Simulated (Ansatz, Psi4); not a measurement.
**Predicting a hybrid from its neighbours: CH4Se**

The species is CH4Se (6 atoms), meant as a singlet with charge 0. SMILES: `C[SeH]`. The coordinates come from a PBE0-D4/def2-TZVP relaxation.

The HOMO–LUMO gap y, in eV, basis def2-SVPD; a is the functional's share of exact exchange. Programs: Ansatz 0.2.0, Psi4 1.11.

```
functional  program     a  y (eV)
    revPBE   Ansatz     0    4.41
       PBE   Ansatz     0    4.41
     TPSSh     Psi4   0.1    5.44
     B3LYP   Ansatz   0.2       ?
   r2SCAN0   Ansatz  0.25    6.83
      PBE0   Ansatz  0.25    6.37
     BHLYP   Ansatz   0.5    8.03
```

Question: Fit y = c + s·a to the known rows and predict B3LYP.

Answer: 
1. Means of the 6 rows: a = 0.1833, y = 5.915.
2. Σ(Δa)² = 0.18333, Σ(Δa·Δy) = 1.3525, so the slope is 1.3525/0.18333 = 7.3774.
3. Intercept: 5.915 − (7.3774) × 0.1833 = 4.563. The largest residual of the fit is 0.42.
4. B3LYP: 4.563 + (7.3774) × 0.2 = 6.04 eV.

The run gave 5.87 eV, so the prediction is off by +0.17 eV, within the largest residual. Exact exchange lowers occupied levels and raises empty ones. The rows mix families of semi-local functionals, which the line can't see.
